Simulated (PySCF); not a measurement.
Spectra and structures to be paired. Computed with TDDFT PBE0/def2-SVPD, vertical, gas phase, core orbitals frozen in the response (PySCF). Geometries: GFN2-xTB; one conformer of each isolated species. Triplets are in the Tamm–Dancoff approximation. Ions are computed without counter-ions or solvent.

A. `CSC[P@@H+]1C[C@@H]1C`
B. `c1c(c(coc1)C#C)=S`
C. `F[C@@H]([SiH3])[Si@H](F)[SiH3]`
D. `F[SiH](F)C[SiH2][SiH3]`
E. `[SiH2](F)C([SiH2]F)[SiH3]`

Lowest singlet levels (six at most, fewer where fewer were computed) with oscillator strengths:

1. 5.82 eV (f 0.053); 6.63 eV (f 0.082); 6.66 eV (f 0.012); 7.04 eV (f 0.012); 7.49 eV (f 0.013); 7.55 eV (f 0.077); T1 5.26 eV
2. 4.52 eV (f 0.009); 5.37 eV (f 0.025); 5.89 eV (f 0.008); 6.01 eV (f 0.034); 6.50 eV (f 0.008); 6.96 eV (f 0.068); T1 4.15 eV
3. 2.33 eV (f 0.000); 3.40 eV (f 0.000); 4.04 eV (f 0.024); 4.16 eV (f 0.252); 4.86 eV (f 0.040); 5.01 eV (f 0.000); T1 1.95 eV
4. 7.16 eV (f 0.022); 7.42 eV (f 0.017); 7.61 eV (f 0.071); 7.86 eV (f 0.012); 7.86 eV (f 0.007); 7.97 eV (f 0.063); T1 6.26 eV
5. 7.01 eV (f 0.018); 7.18 eV (f 0.019); 7.76 eV (f 0.005); 7.86 eV (f 0.002); 7.93 eV (f 0.033); 8.02 eV (f 0.004); T1 6.63 eV

Question: Match each spectrum to its molecule.

Answer: 1 = C, 2 = A, 3 = B, 4 = D, 5 = E.
- A: S1 at 4.52 eV, HOMO→LUMO (98%); Löwdin shares by element: HOMO sulfur 67%, carbon 18% or more (atoms not listed hold the other 16%); LUMO phosphorus 35%, carbon 34% or more (atoms not listed hold the other 30%); HOMO -10.92 and LUMO -5.23 eV.
- B: S1 at 2.33 eV, HOMO→LUMO (99%); Löwdin shares by element: HOMO sulfur 77%, carbon 12% or more; LUMO carbon 35% or more, sulfur 30%, oxygen 12% (atoms not listed hold the other 24%); HOMO -6.10 and LUMO -2.28 eV; point group Cs, 3 of its 6 listed states under f = 0.0005.
- C: S1 at 5.82 eV, HOMO→LUMO (97%); Löwdin shares by element: HOMO silicon 30% or more, carbon 26%, fluorine 15% or more (atoms not listed hold the other 29%); LUMO silicon 51% or more, carbon 10%, hydrogen 7% or more (atoms not listed hold the other 32%); HOMO -8.15 and LUMO -1.00 eV.
- D: S1 at 7.16 eV, HOMO→LUMO (91%); Löwdin shares by element: HOMO silicon 65% or more, carbon 9%, hydrogen 6% or more (atoms not listed hold the other 21%); LUMO silicon 49% or more, carbon 10%, hydrogen 7% or more (atoms not listed hold the other 34%); HOMO -8.63 and LUMO -0.28 eV.
- E: S1 at 7.01 eV, HOMO→LUMO (97%); Löwdin shares by element: HOMO carbon 30%, silicon 26% or more, hydrogen 8% or more (atoms not listed hold the other 36%); LUMO silicon 50%, carbon 13% (atoms not listed hold the other 36%); HOMO -8.97 and LUMO -0.67 eV.
D and E have S1 within 0.15 eV of each other; their strongest listed levels stand at 7.61 eV (f 0.071) and 7.93 eV (f 0.033).
